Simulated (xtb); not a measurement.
Ta(S)(OH)(NH2)2 (H₅N₂OSTa), SMILES [NH2][Ta]([NH2])([OH])=[S], multiplicity 1. All values are semi-empirical tight-binding results from xtb (GFN2-xTB unless named), good for trends rather than for accurate numbers. Geometry optimised at GFN2-xTB. The spin state was assumed, not searched. The structure was generated by enumeration; whether it is a known compound was not checked. One conformer was computed; it need not be the lowest.

For metal compounds this method's bond lengths and energies can be far off.

Computed properties:
```json
{
  "point_group_as_xtb_finds_it": "Cs",
  "orbital_gap": "2.17 eV",
  "zero_point_energy": "37.1 kcal/mol",
  "G − E(el) at 298.15 K (modified RRHO)": "14.7 kcal/mol"
}
```
